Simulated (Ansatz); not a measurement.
Stepwise reaction of `F[Si](F)(Br)Br` with hydrogen fluoride, as a gas-phase model of exchange steps in deposition or etching. ΔE in kJ/mol; ΔG adds harmonic PBE0-D4 terms to CCSD(T)/CBS, at 1 bar.

Isolated molecules relaxed with PBE0-D4/def2-TZVP in Ansatz; ΔE leaves out vibrations. CBS: MP2 limit from def2 TZ/QZ plus the TZ coupled-cluster correction, frozen cores. This one scheme is used for every species. DFT in def2-TZVPP. B3LYP here is the variant with VWN-RPA as its local correlation; programs differ in this. For Br outer-core shells are correlated without core-valence functions, which leaves a few kJ/mol of doubt a bond. Scalar relativity is left out up to krypton.

```tsv
step	reaction	PBE-D4	B3LYP-D4	ωB97M-V	CCSD(T)/CBS	ΔG(500 K)
2	`F[Si](F)(F)Br` + H–F → `F[Si](F)(F)F` + HBr	-50.6	-63.4	-61.9	-60.6	-60.4
```

**Question.** Give the row of step 1, `F[Si](F)(Br)Br` + H–F → `F[Si](F)(F)Br` + HBr. (An estimate is asked.)

**Answer.** Ansatz gave: 
```tsv
step	reaction	PBE-D4	B3LYP-D4	ωB97M-V	CCSD(T)/CBS	ΔG(500 K)
1	`F[Si](F)(Br)Br` + H–F → `F[Si](F)(F)Br` + HBr	-48.4	-60.7	-60.5	-56.8	-60.9
```

**Question.** By hand: ΔE of the 2 steps together at CCSD(T)/CBS.

**Answer.** (-56.8) + (-60.6) = -117.4 kJ/mol, or -58.7 kJ/mol a step.

In ΔE the steps differ by no more than 3.8 kJ/mol. All are downhill at CCSD(T)/CBS. ΔG lies between -60.9 and -60.4 kJ/mol a step. PBE-D4 differs from CCSD(T)/CBS by 8.4 to 10.0 kJ/mol a step. Isolated molecules leave out the surface, adducts and barriers. Largest T1 diagnostic: 0.011.
